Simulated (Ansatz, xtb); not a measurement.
# Ranking isomers of AlBeH3Si

4 gas-phase structures of AlBeH3Si, found in a search over its isomers (lower ones may exist). Each was relaxed with GFN2-xTB:

A. `[BeH][Si][AlH2]`, a triplet
B. a singlet given by its coordinates
C. `[BeH][AlH][SiH]`, a singlet
D. a singlet given by its coordinates

D (Å):

| atom | x (Å) | y (Å) | z (Å) |
| --- | --- | --- | --- |
| Al | -1.1441 | -1.7782 | -0.8074 |
| Be | -1.7259 | -1.0138 | -3.0815 |
| Si | -0.5131 | 0.2789 | -1.8083 |
| H | -2.8312 | -1.4165 | -3.6367 |
| H | -1.2837 | -3.2192 | -0.1183 |
| H | -2.5086 | -0.8993 | -0.6271 |

Close contacts (Å): Al1–Be2 2.47, Al1–Si3 2.37, Be2–Si3 2.18, Al1–H5 1.60, Al1–H6 1.63, Be2–H4 1.30.

B (Å):

```xyz
6

Al   -2.1107   -0.0243   -1.6732
Be   -1.2945   -2.3941   -1.5760
Si   -3.4101   -1.7974   -0.8647
H    -0.1738   -2.6950   -0.9916
H    -1.7878   -2.4231   -2.8371
H    -1.1512    1.2220   -2.1722
```

Close contacts (Å): Al1–Be2 2.51, Al1–Si3 2.34, Be2–Si3 2.31, Al1–H6 1.65, Be2–H4 1.30, Be2–H5 1.35.

**Question.** Which do you expect lowest at r2SCAN-D4/def2-SVP, and how would the others follow?

**Answer.** Calculated order at r2SCAN-D4/def2-SVP: A (0.000), D (0.271), B (0.804), C (0.910) eV.

Energies above the lowest of each column, in eV (a dash: not run or not comparable):

```csv
structure,GFN2-xTB,HF/STO-3G,r2SCAN-D4/def2-SVP
A,–,0.000,0.000
D,0.097,0.741,0.271
B,0.000,0.895,0.804
C,0.598,1.557,0.910
```

Every level run on A puts it lowest or level with the lowest. Some further structures that were screened fall inside this span and aren't listed. Flexible structures stand in one conformer each, not always the lowest. Frequencies (PBE0-D4/def2-TZVP) were run for A alone. GFN2-xTB has no spin polarisation and isn't compared across spin states. Open shells are spin-unrestricted.

Programs: Ansatz 0.2.0, xtb 6.7.1.
